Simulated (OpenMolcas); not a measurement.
SbH3 (stibine): a line through the functionals

SbH3 has 4 atoms, charge 0, and is taken as a singlet. As SMILES, `[SbH3]`. Geometry: relaxed at PBE0-D4/def2-TZVP.

The HOMO–LUMO gap y, in eV, basis def2-TZVPP with a core potential; a is the functional's share of exact exchange. Programs: OpenMolcas 26.06.

| functional | program | a | y (eV) |
| --- | --- | --- | --- |
| BLYP | OpenMolcas | 0 | 5.58 |
| revPBE | OpenMolcas | 0 | 5.64 |
| B3LYP | OpenMolcas | 0.2 | ? |
| PBE0 | OpenMolcas | 0.25 | 7.40 |
| BHLYP | OpenMolcas | 0.5 | 9.06 |

Fit y = c + s·a to the known rows and predict B3LYP.


1. Means of the 4 rows: a = 0.1875, y = 6.920.
2. Σ(Δa)² = 0.17188, Σ(Δa·Δy) = 1.19, so the slope is 1.19/0.17188 = 6.9234.
3. Intercept: 6.920 − (6.9234) × 0.1875 = 5.622. The largest residual of the fit is 0.047.
4. B3LYP: 5.622 + (6.9234) × 0.2 = 7.01 eV.

The run gave 7.00 eV, so the prediction is off by +0.01 eV, within the scatter of the fit. Exact exchange lowers occupied levels and raises empty ones. The rows mix families of semi-local functionals, which the line can't see.
